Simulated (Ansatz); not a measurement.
Reaction (substitution at a C–C bond): `C/C=C\CCC` + `B[SeH]` → `B[Se]CC` + `C/C=C\C`

Computed with Ansatz on PBE0-D4/def2-TZVP structures; ΔE is electronic, products minus reactants. CBS: MP2 limit from def2 TZ/QZ plus the TZ coupled-cluster correction, frozen cores. Double bonds are as drawn, so ΔE can hold a change between cis and trans. Functionals use def2-TZVPP. B3LYP here is the variant with VWN-RPA as its local correlation; programs differ in this. For Se outer-core shells are correlated without core-valence functions, which leaves a few kJ/mol of doubt a bond. Scalar relativity is left out up to krypton. Each species was taken in one conformer, which may not be the lowest.

```csv
level,ΔE (kcal/mol),difference from CCSD(T)/CBS
PBE-D4,-1.9,-1.0
r2SCAN-D4,-1.3,-0.4
PBE0-D4,-0.9,0.0
B3LYP-D4,-1.3,-0.4
ωB97X-V,-0.2,0.7
ωB97M-V,-0.4,0.5
B2PLYP,-1.6,-0.7
PBE,-2.3,-1.4
r2SCAN,-1.6,-0.7
PBE0,-1.4,-0.5
B3LYP,-1.8,-0.9
HF/def2-TZVPP,0.1,1.0
MP2/def2-TZVPP,-1.3,-0.4
SCS-MP2/def2-TZVPP,-1.1,-0.2
CCSD/def2-TZVPP,-0.3,0.6
CCSD(T)/def2-TZVPP,-0.7,0.2
HF/def2-QZVPP,0.1,1.0
MP2/def2-QZVPP,-1.4,-0.5
SCS-MP2/def2-QZVPP,-1.2,-0.3
HF/CBS(def2),0.1,1.0
MP2/CBS(def2),-1.5,-0.6
CCSD/CBS(def2),-0.5,0.4
CCSD(T)/CBS,-0.9,0
```

Largest T1 diagnostic among the species: 0.013.

From PBE to PBE0 (25 % exact exchange), in def2-TZVPP and without D4, ΔE moves by +0.9 kcal/mol. In def2-TZVPP, CCSD(T) changes the Hartree–Fock value by −0.8 kcal/mol (the triples alone add −0.4 kcal/mol) and MP2 by −1.4 kcal/mol.
